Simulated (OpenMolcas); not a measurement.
Fe4+ (d4) among equal point charges was computed by CASSCF with the d shell active (OpenMolcas, ANO-RCC-VDZP on the metal). Its lowest spin-free states, and all those of the highest spin:

```csv
2S+1,Degeneracy,E (cm-1)
5,2,0.0
5,1,879.6
5,2,1442
3,2,26587
3,1,26816
3,2,27136
3,2,27527
3,1,27682
3,1,27683
3,2,27752
3,2,30093
3,1,30632
```

**Question.** Is the site octahedral, tetrahedral or cube-like, axial, or of lower symmetry?

**Answer.** The states with 2S+1 = 5 have orbital degeneracies 2, 1, 2. There are pairs but no triples, so the site is axial: not cubic, but with a proper or improper axis of order three or more. The run had Fe4+ among 6 point charges of -1.5 e arranged as a trigonal prism (D3h), 1.99 Å from the ion, with a polar angle of 52.5° against the regular 49.1°.

An orbital doublet at a regular site is open to a Jahn-Teller distortion, which this geometry leaves out. Without dynamic correlation the repulsion within the d shell is too large (B by tens of per cent), so at a given field states of lower spin stand too high. Point charges give a weaker field than real ligands, and real ions of this kind are often low spin; the high spin found here belongs to the model. The ground term spreads over less than 5000 cm-1, several times less than with real ligands, so orbital moments are less quenched and χT lies further from the spin-only value than at real sites. This is an electrostatic model: the charges have no orbitals. No measured value stands beside these numbers.
